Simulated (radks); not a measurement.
Task: Nb3+, 38 electrons, occupied as [Kr] 4d1 6d1 (not the ground configuration). All-electron calculation, Dirac Kohn-Sham, PBEsol, spin-unpolarised, spherical densities, finite nucleus; open shells fill j = l - 1/2 first; Fermi nuclear charge, rms radius 4.324 fm. Program: a radial shooting solver on a logarithmic mesh with Libxc functionals.

Spin-orbit splittings of the eigenvalues, e(l+1/2) - e(l-1/2), with zeta = 2 splitting/(2l+1) and mean radii in bohr:

shell  occ.  splitting (eV)  zeta (eV)  <r> j=l-1/2  <r> j=l+1/2
2p        6           95.68      63.78       0.1346       0.1391
3p        6           15.52      10.35       0.4387       0.4492
3d       10           2.893      1.157       0.4307       0.4342
4p        6           2.281      1.521        1.235        1.261
4d        1               ?          ?        1.607        1.617
6d        1         0.02379   0.009518        7.217        7.230

Estimate the 4d splitting.

Result: 0.2681 eV (zeta = 0.1072 eV).
